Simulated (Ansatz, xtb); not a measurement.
## Ranking isomers of C2H6N2Si3

4 gas-phase structures of C2H6N2Si3, from a drawn sample of its isomers (lower ones may exist). Each was relaxed with GFN2-xTB; where two conformers were screened, the lower at r2SCAN-D4/def2-SVP is listed:

A. `N#C[SiH2][Si@@H]([SiH3])C#N`, a singlet
B. `N#C[SiH2][SiH2][SiH2]C#N`, a singlet
C. `N#C[Si]([SiH3])([SiH3])C#N`, a singlet
D. `N#C[SiH](C#N)[SiH2][SiH3]`, a singlet

Which do you expect lowest at r2SCAN-D4/def2-SVP, and how would the others follow?

Calculated order at r2SCAN-D4/def2-SVP: B (0.0), A (0.8), C (2.1), D (2.5) kcal/mol. Less than 1 kcal/mol parts B and A; C and D, so the order within those pairs means little.

Energies above the lowest of each column, in kcal/mol; the last columns are at PBE-D3(BJ)/def2-SVP geometries:

```
structure  GFN2-xTB  HF/STO-3G  r2SCAN-D4/def2-SVP  PBE-D3(BJ)/def2-SVP  CCSD(T)/def2-SVP + ΔMP2/def2-TZVPP
        B       0.8        0.0                 0.0                  0.0                                 0.0
        A       0.0        0.3                 0.8                  0.6                                 0.5
        C       0.4        1.7                 2.1                  1.6                                 1.6
        D       1.8        2.7                 2.5                  1.7                                 1.8
```

CCSD(T)/def2-SVP + ΔMP2/def2-TZVPP has A and B within 1 kcal/mol of each other at the bottom, and every level picks one of them. Flexible structures stand in one conformer each, not always the lowest. ΔMP2 is the change of the MP2 energy from the smaller to the larger basis.

Over these structures GFN2-xTB departs from r2SCAN-D4/def2-SVP by 0.7 kcal/mol on average once a common shift is removed. A GFN2-xTB relaxation took about 0.26 s and the r2SCAN-D4/def2-SVP energy about 2.9 s on a shared host (Ansatz 0.2.0, xtb 6.7.1).
